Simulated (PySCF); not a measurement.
C₂H₂ClF, SMILES C=C(F)Cl.

Coordinates come from a TPSSh-D3(BJ)/def2-SVP optimisation.

Level of theory: PBE/def2-TZVPD in PySCF.

Symmetry labels are those of the subgroup Cs that the program uses (full group Cs).

Task: List the valence orbital energies around the gap with their symmetry. (The exact figures need the calculation; the answer reports its results.)

Result: 
```csv
orbital,symmetry,energy (eV)
HOMO−7,A',-13.19
HOMO−6,A',-12.47
HOMO−5,A",-12.05
HOMO−4,A',-10.49
HOMO−3,A',-9.78
HOMO−2,A",-8.86
HOMO−1,A',-8.16
HOMO,A",-6.48
LUMO,A",-1.32
LUMO+1,A',-0.75
LUMO+2,A',-0.16
LUMO+3,A',0.62
```
